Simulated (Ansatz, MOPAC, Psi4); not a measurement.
Molecule: CHF (charge 0, singlet). SMILES: [CH]F
Geometry from a B3LYP-D3(BJ)/def2-TZVP (Ansatz, a first-principles code) optimisation:
```xyz
3

C     -0.5669     0.4516    -0.0174
F      0.5297    -0.2636     0.0165
H     -1.3661    -0.3376    -0.0445
```
Charge 0, spin multiplicity 1.

Quantity: vertical electron affinity to the doublet, in eV. Terms: non-relativistic; no spin-orbit coupling; PM7 with its own dispersion and hydrogen-bond terms; 6-31G* and kin with 6d, 5d where marked; each state is the SCF solution reached for its charge and spin; dispersion terms only where a functional's name holds one; open shells spin-unrestricted. First-principles rows: single points at B3LYP-D3(BJ) geometries (Ansatz). Semi-empirical rows: differences of heats of formation at the shared geometry for vertical values. Anions need diffuse functions, which STO-3G, LANL2DZ, def2-SVP, cc-pVDZ and Pople sets without + lack. The Hartree-Fock reference of [CH]F (CHF) is unstable towards a lower, spin-broken solution.

```json
[
 {"level": "AM1", "program": "MOPAC", "vertical electron affinity to the doublet (eV)": "0.34"},
 {"level": "PM3", "program": "MOPAC", "vertical electron affinity to the doublet (eV)": "1.10"},
 {"level": "PM6", "program": "MOPAC", "vertical electron affinity to the doublet (eV)": "0.27"},
 {"level": "PM7", "program": "MOPAC", "vertical electron affinity to the doublet (eV)": "0.01"},
 {"level": "HF/6-31G*", "program": "Ansatz", "vertical electron affinity to the doublet (eV)": "-1.25"},
 {"level": "PBE/6-31G*", "program": "Ansatz", "vertical electron affinity to the doublet (eV)": "-1.01"},
 {"level": "B3LYP/STO-3G", "program": "Ansatz", "vertical electron affinity to the doublet (eV)": "-5.57"},
 {"level": "B3LYP/6-31G*", "program": "Ansatz", "vertical electron affinity to the doublet (eV)": "-0.90"},
 {"level": "wB97X-D/6-31G*", "program": "Psi4", "vertical electron affinity to the doublet (eV)": "-0.88"},
 {"level": "PBE/def2-TZVPD", "program": "Ansatz", "vertical electron affinity to the doublet (eV)": "0.28"},
 {"level": "B3LYP/def2-TZVPD", "program": "Ansatz", "vertical electron affinity to the doublet (eV)": "0.31"}
]
```

No value to compare with is used here. The 9 habitual levels span -5.57 (B3LYP/STO-3G) to 1.10 eV (PM3); B3LYP/def2-TZVPD gives 0.31.

The levels are drawn from those run, B3LYP/6-31G* more often than the rest, none by its result; left out are runs that failed, that the program found above a lower state of the same kind, or whose <S^2> lies over 0.5 above the pure value.
